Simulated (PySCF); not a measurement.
## Excitation energy of Be by level of theory

Be [He] 2s2 (1S) → Be [He] 2s1 2p1 (3P), as a difference of total energies. Calculation: PySCF 2.14, in aug-cc-pCVQZ (9s8p6d4f2g, 109 functions); the non-relativistic Hamiltonian (point nucleus). Correlated levels: valence: 1s2 frozen; valence and next inner shell: nothing frozen. The calculations carry no spin-orbit coupling.

```tsv
method	excitation energy (cm⁻¹)
UHF	13023
LDA	19364
PBE	18559
PBE0	18408
r2SCAN	17155
LC-wPBE	17999
TPSSh	19502
M06-2X	22001
MP2 (valence)	18897
SCS-MP2 (valence)	20625
MP2 (valence and next inner shell)	18973
SCS-MP2 (valence and next inner shell)	20719
```

Errors of the correlated levels include the incompleteness of this basis and the frozen core.

For comparison: 21980 cm⁻¹ (measured; NIST levels, between the centres of gravity of the two terms).
